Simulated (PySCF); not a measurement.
Cl3SW (SMILES [S]=[W+]([Cl])([Cl])[Cl]), charge +1, singlet, at a GFN2-xTB geometry (such geometries of metal compounds can be far from the true shape) (the multiplicity is a formal guess) (core potentials on W); PBE0/def2-SVP run with PySCF.

The PySCF input:
```python
from pyscf import gto, scf, dft

mol = gto.Mole()
mol.atom = '''
    W    -0.006700    0.003267    0.004499
    S     1.652517   -0.805694   -1.109677
    Cl    0.742418    0.716268    1.864804
    Cl   -0.848899    1.588939   -1.138578
    Cl   -1.419663   -1.561128    0.298591
'''
mol.basis = 'def2-svp'
mol.ecp = {'W': 'def2-svp'}
mol.charge = 1
mol.spin = 0
mol.verbose = 4
mol.build()

mf = dft.RKS(mol)
mf.xc = 'pbe0'
mf.kernel()
mf.analyze()
```

The log (banner, timings and long lists left out):

```
PySCF version 2.14.0

[INPUT] verbose = 4
[INPUT] num. atoms = 5
[INPUT] num. electrons = 80
[INPUT] charge = 1
[INPUT] spin (= nelec alpha-beta = 2S) = 0
[INPUT] symmetry False subgroup None
[INPUT] Mole.unit = angstrom
[INPUT] Symbol           X                Y                Z      unit          X                Y                Z       unit  Magmom
[INPUT]  1 W     -0.006700000000   0.003267000000   0.004499000000 AA   -0.012661165035   0.006173735249   0.008501877834 Bohr   0.0
[INPUT]  2 S      1.652517000000  -0.805694000000  -1.109677000000 AA    3.122804546188  -1.522541000205  -2.096985616729 Bohr   0.0
[INPUT]  3 Cl     0.742418000000   0.716268000000   1.864804000000 AA    1.402966689947   1.353550351790   3.523968835993 Bohr   0.0
[INPUT]  4 Cl    -0.848899000000   1.588939000000  -1.138578000000 AA   -1.604186617417   3.002659538640  -2.151600591455 Bohr   0.0
[INPUT]  5 Cl    -1.419663000000  -1.561128000000   0.298591000000 AA   -2.682774259178  -2.950104365390   0.564255213260 Bohr   0.0

nuclear repulsion = 487.928211819551
number of shells = 44
number of NR pGTOs = 201
number of NR cGTOs = 104
basis = def2-svp
ecp = {'W': 'def2-svp'}

******** <class 'pyscf.dft.rks.RKS'> ********
method = RKS
initial guess = minao
damping factor = 0
level_shift factor = 0
DIIS = <class 'pyscf.scf.diis.CDIIS'>
diis_start_cycle = 1
diis_space = 8
diis_damp = 0
SCF conv_tol = 1e-09
SCF conv_tol_grad = None
SCF max_cycles = 50
direct_scf = True
direct_scf_tol = 1e-13
XC library pyscf.dft.libxc version 7.1.2
    S. Lehtola, C. Steigemann, M. J. T. Oliveira, and M. A. L. Marques,  SoftwareX 7, 1–5 (2018)
XC functionals = pbe0
    C. Adamo and V. Barone,  J. Chem. Phys. 110, 6158 (1999)
    M. Ernzerhof and G. E. Scuseria,  J. Chem. Phys. 110, 5029 (1999)
radial grids:
    Treutler-Ahlrichs [JCP 102, 346 (1995); DOI:10.1063/1.469408] (M4) radial grids

becke partition: Becke, JCP 88, 2547 (1988); DOI:10.1063/1.454033
pruning grids: <function nwchem_prune>
grids dens level: 3
symmetrized grids: False
atomic radii adjust function: <function treutler_atomic_radii_adjust>
small_rho_cutoff = 0
Set gradient conv threshold to 3.16228e-05
Initial guess from minao.
tot grids = 99832
init E= -1832.71974704416
  HOMO = -0.507574265362616  LUMO = -0.345966835553307  gap/eV = 4.39756
cycle= 1 E= -1844.52414527701  delta_E= -11.8  |g|= 0.601  |ddm|= 7.38
  HOMO = -0.510239908861382  LUMO = -0.410222101780079  gap/eV = 2.72162
cycle= 2 E= -1843.05794697179  delta_E= 1.47  |g|= 2.47  |ddm|= 2.55
  HOMO = -0.509587792089655  LUMO = -0.33428370583313  gap/eV = 4.77027
cycle= 3 E= -1844.59441270633  delta_E= -1.54  |g|= 0.221  |ddm|= 2.23
  HOMO = -0.49803725858392  LUMO = -0.336022746399971  gap/eV = 4.40864
cycle= 4 E= -1844.60413418215  delta_E= -0.00972  |g|= 0.142  |ddm|= 0.461
  HOMO = -0.513484961637439  LUMO = -0.342511766027784  gap/eV = 4.65242
cycle= 5 E= -1844.61093202327  delta_E= -0.0068  |g|= 0.032  |ddm|= 0.208
  HOMO = -0.509939850242264  LUMO = -0.338681929327606  gap/eV = 4.66017
cycle= 6 E= -1844.61121531819  delta_E= -0.000283  |g|= 0.00366  |ddm|= 0.0347
  HOMO = -0.509929539301235  LUMO = -0.338650326178282  gap/eV = 4.66074
cycle= 7 E= -1844.6112179778  delta_E= -2.66e-06  |g|= 0.00108  |ddm|= 0.00364
  HOMO = -0.51000749703332  LUMO = -0.338678520313268  gap/eV = 4.66210
cycle= 8 E= -1844.61121840331  delta_E= -4.26e-07  |g|= 0.000211  |ddm|= 0.00171
  HOMO = -0.510010067928347  LUMO = -0.338689998083286  gap/eV = 4.66186
cycle= 9 E= -1844.61121841574  delta_E= -1.24e-08  |g|= 6.06e-05  |ddm|= 0.000215
  HOMO = -0.51000729763227  LUMO = -0.338689859662721  gap/eV = 4.66178
cycle= 10 E= -1844.61121841685  delta_E= -1.11e-09  |g|= 7.28e-06  |ddm|= 8.4e-05
  HOMO = -0.510007666497886  LUMO = -0.338689654647594  gap/eV = 4.66180
cycle= 11 E= -1844.61121841687  delta_E= -2.14e-11  |g|= 1.11e-06  |ddm|= 1.13e-05
  HOMO = -0.510007630139645  LUMO = -0.338689693014472  gap/eV = 4.66180
Extra cycle  E= -1844.61121841687  delta_E= -2.27e-12  |g|= 1.92e-06  |ddm|= 4.69e-06
converged SCF energy = -1844.61121841687
**** SCF Summaries ****
Total Energy =                       -1844.611218416873498
Nuclear Repulsion Energy =             487.928211819550882
One-electron Energy =                -3523.442011778623964
Two-electron Energy =                 1190.902581542199641
Two-electron Coulomb Energy =         1308.037804295059459
DFT Exchange-Correlation Energy =     -117.135222752859875
HOMO-LUMO gap [eV] =                     4.661798519263183
**** MO energy ****
MO #1   energy= -101.933493777378  occ= 2
MO #2   energy= -101.933438568714  occ= 2
MO #3   energy= -101.933437415197  occ= 2
MO #4   energy= -89.2432037206869  occ= 2
MO #5   energy= -9.78731501479981  occ= 2
MO #6   energy= -9.78728927979265  occ= 2
MO #7   energy= -9.78728833362235  occ= 2
MO #8   energy= -8.24333229427036  occ= 2
MO #9   energy= -7.52428256217714  occ= 2
MO #10  energy= -7.52427109152785  occ= 2
MO #11  energy= -7.52426959028373  occ= 2
MO #12  energy= -7.52105671214805  occ= 2
MO #13  energy= -7.52105477870472  occ= 2
MO #14  energy= -7.52103925203686  occ= 2
MO #15  energy= -7.51978665759039  occ= 2
MO #16  energy= -7.51978516388965  occ= 2
MO #17  energy= -7.5197786598944   occ= 2
MO #18  energy= -6.18117099600102  occ= 2
MO #19  energy= -6.18082228959407  occ= 2
MO #20  energy= -6.18081647590295  occ= 2
MO #21  energy= -3.3237238794769   occ= 2
MO #22  energy= -1.9681059130289   occ= 2
MO #23  energy= -1.96810574477123  occ= 2
MO #24  energy= -1.95418019482701  occ= 2
MO #25  energy= -1.09749599045985  occ= 2
MO #26  energy= -1.08004126983809  occ= 2
MO #27  energy= -1.0800410299078   occ= 2
MO #28  energy= -0.921857878741193 occ= 2
MO #29  energy= -0.671744335702299 occ= 2
MO #30  energy= -0.667670312907839 occ= 2
MO #31  energy= -0.667669874786525 occ= 2
MO #32  energy= -0.641278117569193 occ= 2
MO #33  energy= -0.641277809203458 occ= 2
MO #34  energy= -0.619993544912979 occ= 2
MO #35  energy= -0.59195851499578  occ= 2
MO #36  energy= -0.59195788782191  occ= 2
MO #37  energy= -0.572370726633001 occ= 2
MO #38  energy= -0.562102990947175 occ= 2
MO #39  energy= -0.51000793506032  occ= 2
MO #40  energy= -0.510007630139645 occ= 2
MO #41  energy= -0.338689693014472 occ= 0
MO #42  energy= -0.338689517811175 occ= 0
MO #43  energy= -0.288029705384003 occ= 0
MO #44  energy= -0.288029619296367 occ= 0
MO #45  energy= -0.278755777463346 occ= 0
MO #46  energy= -0.163889243804914 occ= 0
MO #47  energy= -0.0861507707305706 occ= 0
MO #48  energy= -0.0861497582982212 occ= 0

WARN: System has nonzero charge 1; the dipole moment is origin-dependent.
Location of origin: [0. 0. 0.]

Dipole moment(X, Y, Z, Debye): -0.38092,  0.18571,  0.25579
```
